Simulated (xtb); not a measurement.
H₄Sn, charge +1, doublet, at a GFN2-xTB geometry (such geometries of metal compounds can be far from the true shape) (a state made from the parent by changing its charge; the spin is typed, not shown lowest); GFN0-xTB in xtb.

Input for xtb:
```
$ xtb mol.xyz --gfn 0 --chrg 1 --uhf 1 --json

# file mol.xyz
5

Sn    -0.00000000     0.00000000     0.00000000
H     -0.83556149     1.27089269    -0.83469882
H     -0.20930557    -1.21031996    -1.22530410
H     -0.18607163    -1.06230516     1.35902114
H      1.23093869     1.00173242     0.70098178
```

It wrote (shortened):

```
   ID    Z sym.   atoms
    1   50 Sn     1
    2    1 H      2-5

           -------------------------------------------------
          |                Calculation Setup                |
           -------------------------------------------------

           -------------------------------------------------
          |                 G F N 0 - x T B                 |
           -------------------------------------------------

          ...................................................
          :                      SETUP                      :
          :.................................................:
          :  # basis functions                  18          :
          :  # atomic orbitals                  17          :
          :  # shells                           11          :
          :  # electrons                         7          :
          :  electronic temp.          300.0000000     K    :
          :  accuracy                    1.0000000          :
          :  -> integral cutoff          0.2500000E+02      :
          :  -> integral neglect         0.1000000E-07      :
          ...................................................

         :::::::::::::::::::::::::::::::::::::::::::::::::::::
         ::                     SUMMARY                     ::
         :::::::::::::::::::::::::::::::::::::::::::::::::::::
         :: total energy              -2.800539276441 Eh    ::
         :: gradient norm              0.020444109925 Eh/a0 ::
         :: HOMO-LUMO gap              6.260863972116 eV    ::
         ::.................................................::
         :: H0 energy                 -4.184331896217 Eh    ::
         :: repulsion energy           0.015324021286 Eh    ::
         :: electrostat energy         1.368787193726 Eh    ::
         :: -> Gsolv                   0.000000000000 Eh    ::
         ::    -> Gsasa                0.000000000000 Eh    ::
         ::    -> Gshift               0.000000000000 Eh    ::
         :: dispersion energy         -0.000318595235 Eh    ::
         :: short-range corr.          0.000000000000 Eh    ::
         :: add. restraining           0.000000000000 Eh    ::
         :: total charge               1.000000000000 e     ::
         :::::::::::::::::::::::::::::::::::::::::::::::::::::

           -------------------------------------------------
          |                Property Printout                |
[...]
        10                         -0.1054152              -2.8685
        11                         -0.1054152              -2.8685
        12                         -0.0807997              -2.1987
        13                         -0.0363431              -0.9889
        14                          0.2018453               5.4925
        15                          0.7461033              20.3025
       ...                                ...                  ...
        17                          0.8717859              23.7225
      -------------------------------------------------------------
                  HL-Gap            0.2300825 Eh            6.2609 eV
             Fermi-level            0.0000000 Eh            0.0000 eV

     #   Z          covCN         q      C6AA      α(0)
     1  50 Sn       3.668     0.509   308.769    32.053
     2   1 H        0.917     0.123     1.593     1.974
     3   1 H        0.917     0.123     1.593     1.974
     4   1 H        0.917     0.123     1.593     1.974
     5   1 H        0.917     0.123     1.593     1.974

 Mol. C6AA /au·bohr⁶  :        510.046574
 Mol. C8AA /au·bohr⁸  :      45909.294042
 Mol. α(0) /au        :         39.949053

Wiberg/Mayer (AO) data.
largest (>0.10) Wiberg bond orders for each atom

 ---------------------------------------------------------------------------
     #   Z sym  total        # sym  WBO       # sym  WBO       # sym  WBO
 ---------------------------------------------------------------------------
     1  50 Sn   2.715 --     2 H    0.679     5 H    0.679     4 H    0.679
                             3 H    0.679
     2   1 H    0.945 --     1 Sn   0.679     4 H    0.188
     3   1 H    0.945 --     1 Sn   0.679     5 H    0.188
     4   1 H    0.945 --     1 Sn   0.679     2 H    0.188
     5   1 H    0.945 --     1 Sn   0.679     3 H    0.188
 ---------------------------------------------------------------------------

Topologies differ in total number of bonds
Writing topology from bond orders to xtbtopo.mol

 dipole moment from electron density (au)
     X       Y       Z
  -0.0000  -0.0000   0.0000  total (Debye):    0.000

           -------------------------------------------------
          | TOTAL ENERGY               -2.800539276441 Eh   |
          | GRADIENT NORM               0.020444109925 Eh/α |
          | HOMO-LUMO GAP               6.260863972116 eV   |
           -------------------------------------------------

normal termination of xtb
```
